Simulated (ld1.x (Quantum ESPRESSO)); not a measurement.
Varying the TM potential for rhenium (Re)

Base potential:

| Property | Result |
| --- | --- |
| Element | rhenium (Re) |
| Generator | ld1.x (Quantum ESPRESSO) 7.5 |
| Type | norm-conserving Troullier–Martins (Kleinman–Bylander form) |
| Functional | BP86 |
| Relativity | scalar-relativistic |
| Frozen core | [Xe] 4f14 |
| Valence charge | 7 |
| Reference configuration | 5d5 6s2 6p0 |
| Partial waves | 6s (bound): rc 2.40 bohr; 6p (bound, empty): rc 2.80 bohr; 5d (bound): rc 2.20 bohr |
| Local potential | the d channel |
| Core correction | Bessel-smoothed model core, default radius (core density twice the valence density) |

Cutoffs, loose and tight: the cutoffs (Ry, on a coarse ladder) from which the occupation-weighted sum of valence levels, in a spherical-Bessel basis at the reference potential, stays within 10 and 1 mRy of its value at 400 Ry. They do not see the model core or the augmentation charge, which bear on the density cutoff. Test errors are all-electron minus pseudo excitation energies from the reference, over the configurations 5d5 6s1 6p0; 5d5 6s0 6p0; 5d4 6s0 6p0; 5d5.5 6s1.5 6p0; 5d5 6s0 6p2; 5d3 6s0 6p0; 5d4 6s2 6p1. A dash means not determined; rows that change the core or the reference have their own tests. The largest error is taken over the tests solved by every variant that gives reliable tests at all: 5d3 6s0 6p0; 5d4 6s0 6p0; 5d5 6s0 6p0; 5d5 6s1 6p0; 5d5.5 6s1.5 6p0.

A true bound ghost makes a file unfit for plane-wave use even where its test errors are small: the radial tests pick states by their node count and pass the ghost by. Where a test does run into it, the solver fails or the error is huge.

The default core radius of the base comes out at 1.43 bohr.

| change | outcome | cutoff, loose | cutoff, tight | bound ghosts | largest test error (meV) |
| --- | --- | --- | --- | --- | --- |
| base | generated | 35 Ry | 40 Ry | s, p | -437 |
| core correction Bessel-smoothed model core inside 0.90 bohr | generated | 35 Ry | 40 Ry | s, p | -437 |
| core correction Bessel-smoothed model core inside 1.22 bohr | generated | 35 Ry | 40 Ry | s, p | -437 |
| core correction Bessel-smoothed model core inside 1.42 bohr | generated | 35 Ry | 40 Ry | s, p | -437 |
| core correction Bessel-smoothed model core inside 1.64 bohr | generated | 35 Ry | 40 Ry | s, p | -437 |
| core correction Bessel-smoothed model core inside 1.94 bohr | generated | 35 Ry | 40 Ry | s, p | -431 |
| core correction Bessel-smoothed model core inside 2.22 bohr | generated | 35 Ry | 40 Ry | s, p | -410 |
| core correction Bessel-smoothed model core inside 2.42 bohr | generated | 35 Ry | 40 Ry | s, p | -380 |
| core correction Bessel-smoothed model core inside 2.66 bohr | generated | 35 Ry | 40 Ry | s, p | -329 |
